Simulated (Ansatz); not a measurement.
Consider the redistribution: `[NH2][Ga]([NH2])[Cl]` + `CO[Si]Br` → `C[O][Ga]([NH2])[NH2]` + `Cl[Si]Br`.

Isolated molecules relaxed with PBE0-D4/def2-TZVP in Ansatz; ΔE leaves out vibrations. CCSD(T)/CBS adds triple-zeta CCSD(T) − MP2 to the extrapolated MP2 energy (def2 sets, frozen cores). DFT in def2-TZVPP. For Br, Ga outer-core shells are correlated without core-valence functions, which leaves a few kJ/mol of doubt a bond. Scalar relativity is left out up to krypton. One conformer a species, not always the lowest.

`[NH2][Ga]([NH2])[Cl]`:

```xyz
8

N     0.544    0.666   -1.407
Ga   -0.348    0.278    0.116
N     0.005   -1.106    1.224
Cl   -1.969    1.575    0.658
H     0.420    1.565   -1.843
H     1.451    0.279   -1.605
H     0.563   -1.890    0.932
H    -0.666   -1.367    1.926
```

`CO[Si]Br`:

Cartesian coordinates in Å:
```
C -0.525 -0.623 -0.304
O -0.148 0.686 -0.677
Si 0.822 1.865 -0.132
Br 1.739 0.957 1.769
H -1.607 -0.650 -0.164
H -0.254 -1.309 -1.109
H -0.027 -0.926 0.619
```

`C[O][Ga]([NH2])[NH2]`:

```xyz
12

C    -1.518   -0.938    1.110
O    -1.115   -0.670   -0.205
Ga    0.382    0.236   -0.569
N     1.361    0.915    0.803
N     0.795    0.397   -2.326
H    -2.509   -1.402    1.087
H    -0.839   -1.634    1.622
H    -1.593   -0.030    1.725
H     2.309    1.223    0.668
H     1.223    0.577    1.741
H     1.422    1.116   -2.647
H     0.081    0.210   -3.010
```

`Cl[Si]Br`:

Z-matrix (Å, degrees):
```
Si
Cl 1 2.076
Br 1 2.251 2 101.6
```

Problem. Is it downhill or uphill in electronic energy at CCSD(T)/CBS, and by how much? (An estimate is asked.)

Solution. Ansatz gave: Uphill: ΔE = +1.01 eV.

Problem. What do these levels give: CAM-B3LYP-D4, revPBE, LC-ωPBE, HF/def2-SVP, CCSD(T)/def2-SVP, HF/def2-TZVPP? (Estimate.)

Solution. The calculation gave: CAM-B3LYP-D4 1.09, revPBE 0.92, LC-ωPBE 1.07, HF/def2-SVP 1.12, CCSD(T)/def2-SVP 1.00, HF/def2-TZVPP 1.18 eV.

Largest T1 diagnostic among the species: 0.013.

Leaving LDA and LC-ωPBE aside and taking each functional with its dispersion term where it has one, the values, not all of them listed here, spread over 0.18 eV, from revPBE-D4 to BHLYP-D4. LDA lies +0.06 eV from PBE without D4. From BLYP to BHLYP (50 % exact exchange), in def2-TZVPP and without D4, ΔE moves by +0.14 eV. In def2-TZVPP, CCSD(T) changes the Hartree–Fock value by −0.16 eV (the triples alone add −0.02 eV) and MP2 by −0.15 eV.
